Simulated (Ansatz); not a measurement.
`C[O][Mo](=[NH])(=[NH])[Cl]`, relaxed with RKS PBE0-D4/def2-TZVP in Ansatz from a PBE-D4/def2-SVP geometry. The force threshold is 0.005 eV/Å; the program also tests the step.

The species carries charge 0 and has multiplicity 1. Mo takes the def2 core potential.

Start:

```xyz
11

C     0.343   -1.282    1.531
O    -0.278   -1.040    0.289
Mo   -0.163    0.277   -1.043
N    -1.730    1.005   -1.245
N     0.977    1.480   -0.505
Cl    0.545   -0.538   -3.089
H    -0.364   -1.065    2.362
H     1.259   -0.664    1.661
H     0.628   -2.356    1.588
H    -2.449    1.735   -1.274
H     1.231    2.449   -0.275
```

**Question.** By how much does the energy fall, and how many steps does the optimiser take? (Estimate.)

**Answer.** The calculation gave: 0.07 eV, in 13 steps, 1 of them rejected.

**Question.** Which bonds change most? (Estimate.)

**Answer.** Computed: Mo3–Cl6 from 2.313 to 2.286 Å; Mo3–N4 from 1.739 to 1.719 Å; Mo3–N5 from 1.742 to 1.723 Å; C1–H7 from 1.113 to 1.094 Å.

**Question.** Give the relaxed structure. (Best estimate.)

**Answer.** The calculation gave: 
```xyz
11

C     0.353   -1.277    1.512
O    -0.339   -1.017    0.318
Mo   -0.181    0.278   -1.007
N    -1.719    1.004   -1.254
N     0.947    1.466   -0.472
Cl    0.558   -0.564   -3.001
H    -0.299   -1.068    2.365
H     1.259   -0.668    1.592
H     0.632   -2.334    1.533
H    -2.395    1.752   -1.320
H     1.185    2.427   -0.265
```
